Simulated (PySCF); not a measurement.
PySCF 2.14 output of an unrestricted PBE0 calculation on a single atom or ion in aug-cc-pVTZ with one added diffuse shell each of s, p, d, f, g type (9s8p6d4f3g, 118 functions), with the non-relativistic Hamiltonian (point nucleus):

```
SCF conv_tol = 1e-09
number electrons alpha = 11  beta = 10
    C. Adamo and V. Barone.,  J. Chem. Phys. 110, 6158 (1999)
    M. Ernzerhof and G. E. Scuseria.,  J. Chem. Phys. 110, 5029 (1999)
cycle= 1 E= -760.310451508375  delta_E= -0.0147  |g|= 0.148  |ddm|= 3.37
cycle= 2 E= -760.327252513073  delta_E= -0.0168  |g|= 0.123  |ddm|= 3.34
cycle= 3 E= -760.294717826097  delta_E= 0.0325  |g|= 0.107  |ddm|=  1.7
cycle= 4 E= -760.31197111455  delta_E= -0.0173  |g|= 0.0695  |ddm|= 1.06
cycle= 5 E= -760.309590984067  delta_E= 0.00238  |g|= 0.0518  |ddm|= 0.41
cycle= 6 E= -760.300983185216  delta_E= 0.00861  |g|= 0.0208  |ddm|= 0.701
cycle= 7 E= -760.309991146133  delta_E= -0.00901  |g|= 0.103  |ddm|= 0.691
cycle= 8 E= -760.307495018898  delta_E= 0.0025  |g|= 0.0763  |ddm|= 0.257
cycle= 9 E= -760.308937029353  delta_E= -0.00144  |g|= 0.124  |ddm|= 0.26
cycle= 10 E= -760.32986178147  delta_E= -0.0209  |g|= 0.0532  |ddm|= 1.37
cycle= 11 E= -760.330464003715  delta_E= -0.000602  |g|= 0.0553  |ddm|= 0.0217
cycle= 12 E= -760.314962716519  delta_E= 0.0155  |g|= 0.122  |ddm|= 1.42
cycle= 13 E= -760.335670503303  delta_E= -0.0207  |g|= 0.0897  |ddm|= 1.45
cycle= 14 E= -760.333469318555  delta_E= 0.0022  |g|= 0.101  |ddm|= 0.291
cycle= 15 E= -760.332958977716  delta_E= 0.00051  |g|= 0.076  |ddm|= 0.279
cycle= 16 E= -760.330982306851  delta_E= 0.00198  |g|= 0.0917  |ddm|= 0.66
cycle= 17 E= -760.308610276466  delta_E= 0.0224  |g|= 0.0324  |ddm|=  1.6
cycle= 18 E= -760.308584064567  delta_E= 2.62e-05  |g|= 0.0206  |ddm|= 0.254
cycle= 19 E= -760.312494846625  delta_E= -0.00391  |g|= 0.0195  |ddm|= 0.581
cycle= 20 E= -760.314631326884  delta_E= -0.00214  |g|= 0.0233  |ddm|= 0.24
cycle= 21 E= -760.316720693736  delta_E= -0.00209  |g|= 0.0248  |ddm|= 0.164
cycle= 22 E= -760.339333345046  delta_E= -0.0226  |g|= 0.0847  |ddm|= 1.49
cycle= 23 E= -760.33940000784  delta_E= -6.67e-05  |g|= 0.0846  |ddm|= 0.0189
cycle= 24 E= -760.308982621271  delta_E= 0.0304  |g|= 0.0741  |ddm|= 1.46
cycle= 25 E= -760.311364219662  delta_E= -0.00238  |g|= 0.0171  |ddm|= 0.672
cycle= 26 E= -760.311144351665  delta_E= 0.00022  |g|= 0.0173  |ddm|= 0.0787
cycle= 27 E= -760.310662859344  delta_E= 0.000481  |g|= 0.0162  |ddm|= 0.144
cycle= 28 E= -760.310841220944  delta_E= -0.000178  |g|= 0.0182  |ddm|= 0.0305
cycle= 29 E= -760.314894296288  delta_E= -0.00405  |g|= 0.0274  |ddm|= 0.411
cycle= 30 E= -760.308749347794  delta_E= 0.00614  |g|= 0.0283  |ddm|= 0.523
cycle= 31 E= -760.308783658236  delta_E= -3.43e-05  |g|= 0.0293  |ddm|= 0.197
cycle= 32 E= -760.309451669701  delta_E= -0.000668  |g|= 0.0097  |ddm|= 0.256
cycle= 33 E= -760.309753606302  delta_E= -0.000302  |g|= 0.00771  |ddm|= 0.175
cycle= 34 E= -760.309777109434  delta_E= -2.35e-05  |g|= 0.00735  |ddm|= 0.0645
cycle= 35 E= -760.309786147602  delta_E= -9.04e-06  |g|= 0.00837  |ddm|= 0.0367
cycle= 36 E= -760.310232682382  delta_E= -0.000447  |g|= 0.0192  |ddm|= 0.198
cycle= 37 E= -760.309234624694  delta_E= 0.000998  |g|= 0.00755  |ddm|= 0.302
cycle= 38 E= -760.309254039474  delta_E= -1.94e-05  |g|= 0.00495  |ddm|= 0.0694
cycle= 39 E= -760.309023351278  delta_E= 0.000231  |g|= 0.00273  |ddm|= 0.0988
cycle= 40 E= -760.308958706642  delta_E= 6.46e-05  |g|= 0.000863  |ddm|= 0.0644
cycle= 41 E= -760.308953014001  delta_E= 5.69e-06  |g|= 0.000524  |ddm|= 0.021
cycle= 42 E= -760.308952582719  delta_E= 4.31e-07  |g|= 0.000252  |ddm|= 0.00508
cycle= 43 E= -760.308952172147  delta_E= 4.11e-07  |g|= 0.000201  |ddm|= 0.00488
cycle= 44 E= -760.308952063455  delta_E= 1.09e-07  |g|= 5.44e-05  |ddm|= 0.00227
cycle= 45 E= -760.308952015272  delta_E= 4.82e-08  |g|= 4.13e-05  |ddm|= 0.00211
cycle= 46 E= -760.308952016371  delta_E= -1.1e-09  |g|= 6.77e-06  |ddm|= 0.000156
cycle= 47 E= -760.308952016359  delta_E= 1.16e-11  |g|= 2.32e-07  |ddm|= 7.41e-05
converged SCF energy = -760.308952016359  <S^2> = 0.75779043  2S+1 = 2.0077753
```

The run itself started from symmetry-adapted Hartree-Fock orbitals and held the occupation by maximum overlap, on a logarithmic radial grid, so the iterations belong to that start.

**Question.** Which element, charge and spin multiplicity is this?

**Answer.** Sc (scandium, neutral), multiplicity 2; the state was [Ar] 4s2 4p1, 2P determinant (an excited configuration).

⟨L²⟩ = 5.28 against 2 for a pure P term, so this real determinant mixes terms. The s, p, d and f populations moved away from the nominal configuration during the SCF.
